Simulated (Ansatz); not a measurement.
## Redistribution: C4H9Cl + C2HCl2F3 → C4H10 + C2Cl3F3

Species: C4H9Cl `CC(C)CCl`, singlet; C2HCl2F3 (2,2-dichloro-1,1,1-trifluoroethane) `FC(F)(F)C(Cl)Cl`, singlet; C4H10 `CC(C)C`, singlet; C2Cl3F3 (1,1,1-trichlorotrifluoroethane) `FC(F)(F)C(Cl)(Cl)Cl`, singlet. The partners trade Cl for H; both sit on C, so the bond types are kept.

Shapes, held fixed at every level: PBE0-D4/def2-TZVP. Flexible molecules stand in one conformer, not always the lowest. Programs: Ansatz 0.2.0. The zero-point and thermal change to 298 K, harmonic and unscaled (PBE0-D4/def2-TZVP), is -4.6 kJ/mol.

```tsv
level	kind	ΔH(298 K) (kJ/mol)	less CCSD(T)/CBS estimate
r2SCAN-D4/def2-TZVPP	meta-GGA	+29.6	-3.7
BHLYP-D4/def2-TZVPP	global hybrid	+40.5	+7.2
PBE0-D4/def2-TZVPP	global hybrid	+34.2	+0.9
wB97M-V/def2-TZVPP	range-separated hybrid	+32.3	-1.0
wB97X-V/def2-TZVPP	range-separated hybrid	+35.0	+1.7
MP2/def2-SVP	perturbation theory	+19.6	-13.7
CCSD(T)/def2-TZVPP	coupled cluster or CI	+34.7	+1.4
CCSD(T)/CBS estimate	coupled cluster or CI	+33.3	0.0
```

The highest level, CCSD(T)/CBS estimate, gives ΔH(298 K) = +33.3 kJ/mol; the levels span +19.6 to +40.5. The column of differences is taken from that level and isn't an error. No measured value is set beside it here. The CBS estimate extrapolates MP2 from def2-TZVPP and def2-QZVPP and adds CCSD(T) − MP2 in the triple-zeta set, cores frozen.
